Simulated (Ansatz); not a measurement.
Ansatz (an electronic-structure program) input:

Ansatz 0.2 input:
```yaml
crystal:
  periodic: [false, false, false]
  atoms:
    - {symbol: Na, position_ang: [-0.00000000, -0.00000000, -0.86395243]}
    - {symbol: O, position_ang: [0.00000000, 0.00000000, 1.18793459]}
basis:
  gaussian:
    orbitals: def2-TZVPD
hamiltonian:
  xc: {name: wB97X}
total_charge: -1
magnetization: {spin_polarized: true, initial_magnetization: 2}
```

**Question.** Predict the final energy.

**Answer.** -237.45988 Eh (wB97X/def2-TZVPD). The basis has 75 functions.

This state (charge -1, triplet) is run at the relaxed geometry of the species with charge 0 and multiplicity 2.
